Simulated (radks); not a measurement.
Q: Spherical quantum dot in the effective-mass picture: electrons in a parabolic well V = omega^2 r^2 / 2 with omega = 0.115, all in effective atomic units (hartree* = m*/eps^2 hartree, bohr* = eps/m* bohr), one dielectric constant everywhere. Calculated with a radial shooting solver with Libxc functionals: non-relativistic Kohn-Sham, PBEsol, spin-polarised, spherical densities. Levels are named by radial order and angular momentum (1s, 1p, 1d, 2s, ...), and open shells are averaged over m. Results are scaled to m* = 0.08 and eps = 4.3, for which hartree* = 117.7 meV and bohr* = 2.844 nm. At N = 6 the configuration is 1s2 1p(up 3, down 1). Does electron 7 go into 1p down or 1d up or 1d down?

A: Into 1p down. The total energies of the other choices lie higher by 4.99 meV (1d up), 6.70 meV (1d down).
